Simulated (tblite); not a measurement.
Species: C6H11BO2.
Geometry (GFN2-xTB, Å), atoms numbered from 1 in this order:
```
atom  x, y, z in Å
C1    -1.8880    1.2643   -0.5355
C2    -1.4243    0.2153    0.1224
C3    -2.2877   -0.9273    0.5625
C4     0.0448    0.0844    0.4684
C5     0.7760   -0.7516   -0.5951
C6     2.2735   -0.7488   -0.2957
O7     2.7727    0.5644   -0.1511
B8     1.9401    1.5461    0.2648
O9     0.6420    1.3642    0.5805
H10   -2.9296    1.3589   -0.7906
H11   -1.2391    2.0740   -0.8197
H12   -3.3052   -0.7957    0.2065
H13   -1.9029   -1.8725    0.1818
H14   -2.3049   -0.9886    1.6503
H15    0.1389   -0.4160    1.4452
H16    0.3960   -1.7724   -0.6108
H17    0.6035   -0.2896   -1.5698
H18    2.4769   -1.3041    0.6299
H19    2.8329   -1.2181   -1.1125
H20    2.3793    2.6239    0.3655
```

All values are computed: GFN2-xTB (tblite) harmonic vibrations without scaling, gas phase. Errors from tens to a few hundred cm⁻¹ against measured bands are possible. Modes of hydrogen on boron can be 10 to 20 % off. One conformer, not necessarily the lowest.

Harmonic wavenumbers (cm⁻¹): 44.2, 84.4, 124.3, 182.2, 227.0, 278.0, 320.4, 378.0, 446.9, 483.1, 514.2, 559.5, 701.1, 709.2, 775.5, 852.8, 882.8, 903.0, 920.0, 939.3, 987.4, 997.8, 1020.0, 1025.7, 1044.5, 1088.6, 1109.8, 1171.2, 1176.0, 1205.7, 1232.0, 1239.5, 1274.2, 1315.4, 1331.2, 1339.1, 1392.4, 1410.6, 1456.9, 1478.1, 1480.0, 1483.5, 1730.3, 2664.5, 2846.5, 2888.8, 2929.6, 2984.9, 3001.8, 3004.8, 3017.4, 3055.9, 3109.3, 3141.6.

A = 3387, B = 1147, C = 957.3 MHz; mass 126.085 u (most abundant isotopes); point group C1, symmetry number 1.

**Question.** Zero-point energy?

**Answer.** ½Σν̃ = 35980 cm⁻¹ = 430.42 kJ/mol.

**Question.** Entropy at 298.15 K, 1 bar (ideal gas, RRHO, classical rotation)?

**Answer.** Translation 169.18, rotation 120.70, vibration 105.20: S = 395.1 J/(mol K).

**Question.** And Cp and H(298.15 K) − H(0)?

**Answer.** Cp = 153.55 J/(mol K), of which vibrations give 120.30 (their classical limit is 54 R = 449.0); H(298.15 K) − H(0) = 26.86 kJ/mol without the zero-point energy, 16.94 from vibrations.

**Question.** Blend soft modes into free rotors: weight 1/[1 + (100 cm⁻¹/ν̃)⁴] for the oscillator and the rest for a rotor with moment μB/(μ + B), μ = h/(8π²ν), B = 10⁻⁴⁴ kg m². What vibrational entropy results?

**Answer.** 97.05 J/(mol K) in place of 105.20, which changes −T·S at 298.15 K by +2.43 kJ/mol.

**Question.** What must be added to the electronic energy to get the Gibbs energy at 298.15 K and 1 bar?

**Answer.** ZPE + [H(298.15 K) − H(0)] − T·S = 430.42 + 26.86 − 117.79 = 339.49 kJ/mol.

Hindered rotation and anharmonicity are outside this model. Other conformers, if any are populated, would add a mixing term that is left out. The structure is chiral; the term R ln 2 for an equal mix with its mirror image is left out.
